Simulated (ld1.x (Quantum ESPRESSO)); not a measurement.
# Logarithmic derivatives: Tc, RRKJ

technetium (Tc), norm-conserving RRKJ (Kleinman–Bylander form), made with ld1.x (Quantum ESPRESSO) 7.5 (PBE, scalar-relativistic). Core [Ar] 3d10, reference 4s2 4p6 4d5 5s1.5 5p0.5. Waves: 4p (bound): rc 1.80 bohr; 4d (bound): rc 2.25 bohr; 4s (bound): rc 1.25 bohr. Local part: the s channel. Core correction: none. rho0 = 0.01.

Occupied shells without a wave of their own: 5p, 5s. They enter only through the test configuration that unscreens the potential.

The phase is arctan(r·u′/u) with u = r·R(r), unwrapped; energies in Ry, scanned from -7 to 5 Ry. A pole is an energy at which the radial function vanishes at the test radius. The pseudo phase is shifted by a multiple of π to meet the all-electron one at the reference energy, and phase errors are pseudo minus all-electron; the curves can meet again beyond the range given. Levels narrower than the energy grid can be missing from the lists of poles.

```json
{"channel": "s", "radius (bohr)": "2.45", "reference energy (Ry)": "-5.45", "poles, all-electron": "-5.40, 3.14", "poles, pseudo": "-5.40, 2.87", "unbroken range about the reference energy with phases within 0.05 rad": "below -0.5", "phase error 1 Ry above the reference energy (rad)": "-0.000"}
{"channel": "p", "radius (bohr)": "2.45", "reference energy (Ry)": "-3.39", "poles, all-electron": "-3.27, 4.52", "poles, pseudo": "-3.27, 3.33", "unbroken range about the reference energy with phases within 0.05 rad": "below 0.0", "phase error 1 Ry above the reference energy (rad)": "-0.001"}
{"channel": "d", "radius (bohr)": "2.45", "reference energy (Ry)": "-0.54", "poles, all-electron": "0.00", "poles, pseudo": "0.01", "unbroken range about the reference energy with phases within 0.05 rad": "below 2.1", "phase error 1 Ry above the reference energy (rad)": "+0.004"}
```

Phases in the s channel:

```tsv
E (Ry)	all-electron	pseudo
-7.00	1.392	1.392
-6.48	1.378	1.378
-5.96	1.349	1.349
-5.44	-1.440	-1.440
-4.92	-1.745	-1.745
-4.40	-1.775	-1.775
-3.88	-1.799	-1.799
-3.36	-1.825	-1.826
-2.84	-1.859	-1.860
-2.32	-1.905	-1.907
-1.80	-1.975	-1.978
-1.28	-2.094	-2.103
-0.76	-2.340	-2.367
-0.24	-2.950	-3.037
0.28	-3.850	-3.933
0.80	-4.295	-4.338
1.32	-4.484	-4.512
1.84	-4.584	-4.606
2.36	-4.647	-4.667
2.88	-4.694	-4.713
3.40	-4.730	-4.752
3.92	-4.763	-4.788
4.44	-4.794	-4.826
4.96	-4.827	-4.870
```
